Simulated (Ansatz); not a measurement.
`O[SiH2]C[Si](O)(F)F` + CH₃OH → `CO[Si](O)(F)F` + `C[SiH2]O`  (ligand exchange at the Si–C bond)

Gas-phase electronic energies from Ansatz, PBE0-D4/def2-TZVP geometries. CCSD(T)/CBS is the MP2 limit (def2-TZVPP, def2-QZVPP) plus CCSD(T) − MP2 in def2-TZVPP, frozen cores. This one scheme is used for every species. DFT in def2-TZVPP. One conformer a species, not always the lowest.

```csv
species,PBE0-D4 energy (Eh)
`O[SiH2]C[Si](O)(F)F`,-970.67084
CH₃OH,-115.64111
`CO[Si](O)(F)F`,-680.05013
`C[SiH2]O`,-406.29126
```

Q: Work out ΔE.

A: ΔE = (-680.05013) + (-406.29126) − (-970.67084) − (-115.64111) = -0.02944 Eh = -18.5 kcal/mol. CCSD(T)/CBS gives -20.7 kcal/mol.

Largest T1 diagnostic among the species: 0.011.

In def2-TZVPP, CCSD(T) changes the Hartree–Fock value by +6.1 kcal/mol (the triples alone add +0.9 kcal/mol) and MP2 by +6.1 kcal/mol. From PBE to PBE0 (25 % exact exchange), in def2-TZVPP and without D4, ΔE moves by −1.1 kcal/mol. The D4 term adds +1.9 kcal/mol with B3LYP and +1.0 kcal/mol with PBE0; it sums over pairs of atoms, weighted by their polarisabilities, and B3LYP, whose exchange is more repulsive, gets the larger term.

B3LYP here is the variant with VWN-RPA as its local correlation; programs differ in this.
